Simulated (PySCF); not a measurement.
Species: C3H4Se.
SMILES: `[Se]=CC=C`

Method used: EOM-IP-CCSD/aug-cc-pVDZ in PySCF, restricted Hartree–Fock reference, frozen core, non-relativistic, gas phase, PBE0-D3(BJ)/def2-SVP geometry.

The vertical ionisation energies are 8.28, 9.52, 12.09, 12.50, 13.33, 15.46, 15.66, 18.30 eV.

Which Hartree–Fock orbital leads each hole, and what is its Koopmans value −ε?

```json
{"leading hole (HF orbital)": "HOMO", "Koopmans (eV)": "8.78", "EOM-IP-CCSD (eV)": "8.28", "change (eV)": "-0.50", "one-hole share": "0.95"}
{"leading hole (HF orbital)": "HOMO-1", "Koopmans (eV)": "9.21", "EOM-IP-CCSD (eV)": "9.52", "change (eV)": "+0.31", "one-hole share": "0.96"}
{"leading hole (HF orbital)": "HOMO-2", "Koopmans (eV)": "12.55", "EOM-IP-CCSD (eV)": "12.09", "change (eV)": "-0.46", "one-hole share": "0.90"}
{"leading hole (HF orbital)": "HOMO-3", "Koopmans (eV)": "13.49", "EOM-IP-CCSD (eV)": "12.50", "change (eV)": "-0.99", "one-hole share": "0.95"}
{"leading hole (HF orbital)": "HOMO-4", "Koopmans (eV)": "14.80", "EOM-IP-CCSD (eV)": "13.33", "change (eV)": "-1.47", "one-hole share": "0.94"}
{"leading hole (HF orbital)": "HOMO-5", "Koopmans (eV)": "17.46", "EOM-IP-CCSD (eV)": "15.46", "change (eV)": "-2.00", "one-hole share": "0.92"}
{"leading hole (HF orbital)": "HOMO-6", "Koopmans (eV)": "17.54", "EOM-IP-CCSD (eV)": "15.66", "change (eV)": "-1.88", "one-hole share": "0.91"}
{"leading hole (HF orbital)": "HOMO-7", "Koopmans (eV)": "20.96", "EOM-IP-CCSD (eV)": "18.30", "change (eV)": "-2.66", "one-hole share": "0.73"}
```

Does the order of the lines follow the orbital energies?

Yes, no two lines change places. The corrections run from -2.66 to +0.31 eV, with a mean of -1.21 eV over the 8 lines; EOM-IP-CCSD lies above the Koopmans value for HOMO-1.

At what kinetic energies would He II light (40.81 eV) eject these electrons?

32.53 eV (HOMO), 31.29 eV (HOMO-1), 28.72 eV (HOMO-2), 28.31 eV (HOMO-3), 27.48 eV (HOMO-4), 25.35 eV (HOMO-5), 25.15 eV (HOMO-6), 22.51 eV (HOMO-7).

One root was sought for each valence orbital with −ε under 21 eV, eight at most, so deeper holes and satellites are missing; no vibrational structure.

The values belong to the conformer `[CH2:1]=[CH:2][CH:3]=[Se:4]`: C1–C2–C3–Se4 180°.
